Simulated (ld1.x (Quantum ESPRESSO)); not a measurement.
## u(r) = r·R(r): atom against pseudo-atom (helium (He))

Columns: radius, all-electron u(r) and pseudo u(r) of the 1s shell (level -15.52 eV) of helium in the configuration 1s2; LDA (PZ), scalar-relativistic, PAW scheme, ld1.x (Quantum ESPRESSO) 7.5.

```tsv
r (bohr)	all-electron	pseudo
0.031	0.1372	0.1087
0.062	0.2579	0.2151
0.093	0.3639	0.3170
0.124	0.4564	0.4125
0.155	0.5370	0.5000
0.186	0.6067	0.5785
0.217	0.6668	0.6473
0.248	0.7181	0.7063
0.279	0.7617	0.7557
0.310	0.7983	0.7962
0.341	0.8287	0.8286
0.372	0.8535	0.8542
0.403	0.8734	0.8741
0.434	0.8889	0.8892
0.465	0.9004	0.9005
0.496	0.9084	0.9084
0.527	0.9134	0.9134
0.558	0.9155	0.9155
0.589	0.9152	0.9152
0.620	0.9128	0.9128
0.651	0.9085	0.9085
0.682	0.9025	0.9025
0.713	0.8950	0.8950
0.744	0.8862	0.8862
0.775	0.8763	0.8763
0.806	0.8654	0.8654
```

**Question.** How many radial nodes do the two functions have?

**Answer.** The all-electron 1s function has n − l − 1 = 0; the pseudo-wave has 0.

**Question.** At about which radius was the pseudo-wave matched?

**Answer.** 0.50 bohr. The columns agree to 0.0005 from 0.43 bohr on; several derivatives are matched, so the curves merge somewhat inside the radius.

**Question.** Is the pseudo-wave norm-conserving?

**Answer.** No, it belongs to a PAW set: the norm inside the radius is not constrained, and the difference is carried by the augmentation charge.
